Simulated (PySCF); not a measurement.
Species: N-isopropylacetamide, C₅H₁₁NO.
Bonds: C1–C2, C2–O3 (double), C2–N4, N4–C5, C5–C6, C5–C7. Hydrogens: H8, H9, H10 on C1; H11 on N4; H12 on C5; H13, H14, H15 on C6; H16, H17, H18 on C7.

The geometry is computed with GFN2-xTB (gas phase).

Problem. List the bond lengths, angles and torsions at this level.

Solution. 
```
                   bond  length (bohr)
                  C1–C2          2.867
                  C2=O3          2.290
                  C2–N4          2.556
                  N4–C5          2.740
           C5–C6, C5–C7          2.886
   C1–H8, C1–H9, C1–H10          2.055
                 N4–H11          1.905
                 C5–H12          2.069
C6–H13 and 5 like bonds          2.055
```

Bonds in one row agree within 0.02 bohr and their mean is given. A selection of angles:
```
     angle  degrees
  C2–C1–H8    109.2
  H8–C1–H9    109.3
  C1–C2–O3    123.6
  C1–C2–N4    113.4
  O3–C2–N4    123.1
  C2–N4–C5    123.6
 C2–N4–H11    119.5
 C5–N4–H11    116.9
  N4–C5–C6    110.1
 N4–C5–H12    105.5
  C6–C5–C7    111.3
 C6–C5–H12    109.9
 C5–C6–H13    110.5
H13–C6–H14    108.5
```

Dihedral angles: C1–C2–N4–C5 179° (antiperiplanar); C2–N4–C5–C6 124° (anticlinal). The mirror-image conformer, all signs reversed, is as good.

N4 (amide nitrogen) is planar (angles 123.6°, 119.5° and 116.9°, sum 360.0°, 0.02 Å off the plane of its three neighbours). The 2 C–N bonds span 1.353 Å (C2–N4, drawn single) to 1.450 Å (N4–C5, drawn single), a spread of 0.097 Å. Of the pairs four or more bonds apart, O3···H12 is among the closest relative to their van der Waals radii: 2.34 Å, 86 % of the sum of Bondi's values.

Point group: near Cs, missed by 0.18 Å at most; the miss may be what the optimiser left on a soft mode. Stationary, but not proved a minimum. One conformer, not necessarily the lowest.
